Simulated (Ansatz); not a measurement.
System: SnBr3, charge 1, multiplicity 1. 
Geometry from a B3LYP-D3(BJ)/def2-TZVP (Ansatz, an electronic-structure program) optimisation:
```
Sn
Br 1 2.4041
Br 1 2.4041 2 120.00
Br 1 2.4041 2 120.00 3 -180.00
```
Charge +1, spin multiplicity 1.

Basis-set convergence of Hartree-Fock and CCSD(T) correlation energies (hartree) with Ansatz. Valence correlation only, unless marked. Spin-orbit coupling is left out. The frozen core is the preceding noble-gas configuration, with the filled d and f shells of earlier blocks. In def2 rows, elements after Kr have scalar-relativistic effective core potentials.

```csv
basis,functions,E(HF),"E(corr, CCSD(T))"
def2-SVPD,155,-7929.50168,-0.48323
def2-TZVPPD,227,-7930.45809,-0.61969
def2-QZVPPD,382,-7930.60840,-0.67787
```

Extrapolating the two largest sets (X = 3 and 4) as X^-3: E(corr) = (64·(-0.67787) - 27·(-0.61969))/37 = -0.7203 Eh, an estimate of the basis-set limit. The largest set recovers 94.1 % of it, the smallest 67.1 %.
